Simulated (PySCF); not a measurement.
PySCF input file for GeH₂, SMILES [GeH2] (connectivity only; charge and spin as stated), neutral, multiplicity 1, TDA-CAM-B3LYP/def2-TZVPD. Geometry: B3LYP-D3(BJ)/def2-TZVPD. The isomer is the one that the SMILES or the coordinates give; other isomers of the formula were not compared.

```python
import numpy as np
from pyscf import gto, scf, dft, tdscf

mol = gto.M(
    atom='''
    Ge    0.00000000    0.00000000    0.06608095
    H     0.00000000    1.13804295   -1.05729523
    H     0.00000000   -1.13804298   -1.05729520
    ''',
    basis='def2-TZVPD',
    charge=0,
    spin=0,
    symmetry=True,
    max_memory=1600,
    verbose=4,
)
mf = dft.RKS(mol, xc='cam-b3lyp').density_fit(auxbasis='def2-universal-jkfit')
mf.grids.level = 3
mf.conv_tol = 1e-9
mf.max_cycle = 100
mf.kernel()
mf.grids = dft.Grids(mol).set(level=1).build(with_non0tab=True)  # coarser grid for the response kernel
td = tdscf.TDA(mf)
td.singlet = True
td.nstates = 10
td.conv_tol = 1e-4
td.kernel(x0=td.get_init_guess(mf, 15))
td.analyze()
tt = tdscf.TDA(mf)
tt.singlet = False
tt.nstates = 4
tt.conv_tol = 1e-4
tt.kernel(x0=tt.get_init_guess(mf, 9))
tt.analyze(verbose=3)
```

Program output:

```
PySCF version 2.14.0

[INPUT] verbose = 4
[INPUT] num. atoms = 3
[INPUT] num. electrons = 34
[INPUT] charge = 0
[INPUT] spin (= nelec alpha-beta = 2S) = 0
[INPUT] symmetry True subgroup None
[INPUT] Mole.unit = angstrom
[INPUT] Symbol           X                Y                Z      unit          X                Y                Z       unit  Magmom
[INPUT]  1 Ge     0.000000000000   0.000000000000   0.066080950000 AA    0.000000000000   0.000000000000   0.124874897551 Bohr   0.0
[INPUT]  2 H      0.000000000000   1.138042950000  -1.057295230000 AA    0.000000000000   2.150589493492  -1.997998417509 Bohr   0.0
[INPUT]  3 H      0.000000000000  -1.138042980000  -1.057295200000 AA    0.000000000000  -2.150589550184  -1.997998360817 Bohr   0.0

nuclear repulsion = 21.4115167701575
point group symmetry = C2v
symmetry origin: [ 0.0000000e+00 -1.6674054e-09 -1.6674054e-09]
symmetry axis x: [-1. -0. -0.]
symmetry axis y: [ 0.0000000e+00  1.0000000e+00 -1.1277456e-08]
symmetry axis z: [0.0000000e+00 1.1277456e-08 1.0000000e+00]
num. orbitals of irrep A1 = 31
num. orbitals of irrep A2 = 8
num. orbitals of irrep B1 = 14
num. orbitals of irrep B2 = 19
number of shells = 28
number of NR pGTOs = 128
number of NR cGTOs = 72
basis = def2-TZVPD
ecp = {}


[settings echo left out]
init E= -2077.41530123097
HOMO (A1) = -0.236961907392073  LUMO (B1) = -0.112138449523196  gap/eV = 3.39662
cycle= 1 E= -2078.23527490355  delta_E= -0.82  |g|= 0.605  |ddm|= 1.34
HOMO (A1) = -0.320868687240505  LUMO (B1) = -0.0976123304659713  gap/eV = 6.07511
cycle= 2 E= -2078.23573817478  delta_E= -0.000463  |g|= 0.649  |ddm|= 0.625
HOMO (A1) = -0.302740595746771  LUMO (B1) = -0.0766709607452545  gap/eV = 6.15167
cycle= 3 E= -2078.26323855784  delta_E= -0.0275  |g|= 0.00965  |ddm|= 0.286
HOMO (A1) = -0.300873073976543  LUMO (B1) = -0.0727588658413207  gap/eV = 6.20730
cycle= 4 E= -2078.26328301351  delta_E= -4.45e-05  |g|= 0.00415  |ddm|= 0.0228
HOMO (A1) = -0.301728519069964  LUMO (B1) = -0.0734873404163934  gap/eV = 6.21076
cycle= 5 E= -2078.26328805788  delta_E= -5.04e-06  |g|= 0.000556  |ddm|= 0.00812
HOMO (A1) = -0.301645493305562  LUMO (B1) = -0.0734486725005303  gap/eV = 6.20955
cycle= 6 E= -2078.26328826562  delta_E= -2.08e-07  |g|= 0.000123  |ddm|= 0.00204
HOMO (A1) = -0.301634817606725  LUMO (B1) = -0.0734391624973227  gap/eV = 6.20952
cycle= 7 E= -2078.26328827588  delta_E= -1.03e-08  |g|= 2.24e-05  |ddm|= 0.000471
HOMO (A1) = -0.301639869775121  LUMO (B1) = -0.0734444541880528  gap/eV = 6.20951
cycle= 8 E= -2078.26328827638  delta_E= -5.09e-10  |g|= 2.62e-06  |ddm|= 0.000135
HOMO (A1) = -0.30163938581413  LUMO (B1) = -0.0734438484311362  gap/eV = 6.20952
Extra cycle  E= -2078.2632882764  delta_E= -1.36e-11  |g|= 1.38e-06  |ddm|= 1.43e-05
converged SCF energy = -2078.2632882764
tot grids = 12360


******** <class 'pyscf.tdscf.rks.TDA'> for <class 'pyscf.df.df_jk.DFSymAdaptedRKS'> ********
nstates = 10 singlet
deg_eia_thresh = 1.000e-03
wfnsym = None
conv_tol = 0.0001
eigh lindep = 1e-12
eigh level_shift = 0
eigh max_cycle = 100


Excitation energies (eV)
[2.5140339  4.12681373 6.25686941 7.0283654  7.64475314 8.10831186
 8.25186711 8.26726476 8.33359125 9.14568571]

** Singlet excitation energies and oscillator strengths **
Excited State   1:   B1      2.51403 eV    493.17 nm  f=0.0167
      17 -> 18       -0.70175
Excited State   2:   A2      4.12681 eV    300.44 nm  f=0.0000
      16 -> 18        0.70537
Excited State   3:   A1      6.25687 eV    198.16 nm  f=0.2254
      17 -> 19        0.69897
Excited State   4:   B2      7.02837 eV    176.41 nm  f=0.2142
      16 -> 19       -0.12588
      16 -> 21        0.13676
      17 -> 20        0.66848
Excited State   5:   A1      7.64475 eV    162.18 nm  f=0.0003
      16 -> 20        0.13054
      17 -> 21        0.67940
      17 -> 23        0.10737
Excited State   6:   A2      8.10831 eV    152.91 nm  f=0.0000
      17 -> 22        0.70251
Excited State   7:   B2      8.25187 eV    150.25 nm  f=0.3972
      16 -> 19       -0.68242
      17 -> 20       -0.11636
      17 -> 25       -0.10087
Excited State   8:   A1      8.26726 eV    149.97 nm  f=0.0978
      16 -> 20        0.28550
      17 -> 23       -0.64157
Excited State   9:   B1      8.33359 eV    148.78 nm  f=0.1810
      15 -> 18       -0.10456
      17 -> 24        0.69467
Excited State  10:   B2      9.14569 eV    135.57 nm  f=0.0076
      17 -> 25       -0.69037

** Transition electric dipole moments (AU) **
state          X           Y           Z        Dip. S.      Osc.
  1        -0.5212      0.0000     -0.0000      0.2717      0.0167
  2        -0.0000     -0.0000     -0.0000      0.0000      0.0000
  3         0.0000      0.0000      1.2125      1.4701      0.2254
  4         0.0000      1.1152     -0.0000      1.2438      0.2142
  5        -0.0000     -0.0000      0.0403      0.0016      0.0003
  6         0.0000      0.0000      0.0000      0.0000      0.0000
  7         0.0000     -1.4018     -0.0000      1.9649      0.3972
  8        -0.0000      0.0000     -0.6948      0.4827      0.0978
  9         0.9415     -0.0000     -0.0000      0.8865      0.1810
 10        -0.0000     -0.1837     -0.0000      0.0337      0.0076

** Transition velocity dipole moments (imaginary part, AU) **
state          X           Y           Z        Dip. S.      Osc.
  1         0.0604      0.0000     -0.0000      0.0036      0.0263
  2        -0.0000     -0.0000     -0.0000      0.0000      0.0000
  3         0.0000      0.0000      0.2565      0.0658      0.1907
  4        -0.0000      0.1413     -0.0000      0.0200      0.0515
  5        -0.0000     -0.0000      0.0244      0.0006      0.0014
  6         0.0000      0.0000      0.0000      0.0000      0.0000
  7         0.0000     -0.3646     -0.0000      0.1330      0.2923
  8        -0.0000      0.0000     -0.1890      0.0357      0.0784
  9         0.2333      0.0000     -0.0000      0.0544      0.1185
 10        -0.0000     -0.0512     -0.0000      0.0026      0.0052

** Transition magnetic dipole moments (imaginary part, AU) **
state          X           Y           Z
  1         0.0000      1.3519     -0.0000
  2        -0.0000      0.0000      1.2380
  3         0.0000      0.0000      0.0000
  4         0.9789      0.0000     -0.0000
  5         0.0000     -0.0000     -0.0000
  6        -0.0000      0.0000     -0.3721
  7        -0.0209     -0.0000      0.0000
  8         0.0000     -0.0000     -0.0000
  9         0.0000      0.1496      0.0000
 10         0.0886     -0.0000      0.0000


******** <class 'pyscf.tdscf.rks.TDA'> for <class 'pyscf.df.df_jk.DFSymAdaptedRKS'> ********
nstates = 4 triplet
deg_eia_thresh = 1.000e-03
wfnsym = None
conv_tol = 0.0001
eigh lindep = 1e-12
eigh level_shift = 0
eigh max_cycle = 100


Excitation energies (eV)
[1.32493008 3.55836451 5.39864079 5.81991788]

** Triplet excitation energies and oscillator strengths **
Excited State   1:   B1      1.32493 eV    935.78 nm  f=0.0000
Excited State   2:   A2      3.55836 eV    348.43 nm  f=0.0000
Excited State   3:   B2      5.39864 eV    229.66 nm  f=0.0000
Excited State   4:   A1      5.81992 eV    213.03 nm  f=0.0000
```

Self-consistency was reached.
